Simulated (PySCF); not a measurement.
Compound: C4H8BNO.
Bonds: C1–C2, C2–N3 (triple), N3–B4, B4–C5, C5–C6, C6–O7 (double). Hydrogens: H8, H9, H10 on C1; H11, H12 on B4; H13, H14 on C5; H15 on C6.

Torsions of this conformer, `[CH3:1][C:2]#[N+:3][BH2-:4][CH2:5][CH:6]=[O:7]`: N3–B4–C5–C6 180°, B4–C5–C6–O7 104°.

The closed-shell ground state was solved at several levels (PySCF, density fitting, gas phase, non-relativistic). Geometry: GFN2-xTB, one conformer, isolated molecule.

```json
{"level": "PBE0/def2-SVPD", "basis functions": "207", "HOMO (eV)": "-6.47", "LUMO (eV)": "-0.95", "gap (eV)": "5.52", "dipole (D)": "10.21"}
{"level": "PBE0/pcSseg-1", "basis functions": "159", "HOMO (eV)": "-6.34", "LUMO (eV)": "-0.88", "gap (eV)": "5.46", "dipole (D)": "10.07"}
```

(1) Estimate the row for B3LYP/pcJ-1, a basis of 269 functions; the other rows only guide the guess.

(2) Over all these levels, which gives the widest orbital gap and which the narrowest?

(3) How far do the dipole and the HOMO energy spread over the levels?

## Answers

(1) HOMO -6.10 eV, LUMO -1.14 eV, gap 4.96 eV, dipole 10.03 D.

(2) PBE0/def2-SVPD (global hybrid, 25 % exact exchange) has the widest, 5.52 eV, and B3LYP/pcJ-1 (global hybrid, 20 % exact exchange) the narrowest, 4.96 eV. Functional and basis both differ between the two, so the spread mixes both effects.

(3) The dipole runs from 10.03 to 10.21 D (mean 10.11 D) and the HOMO from -6.47 to -6.10 eV.
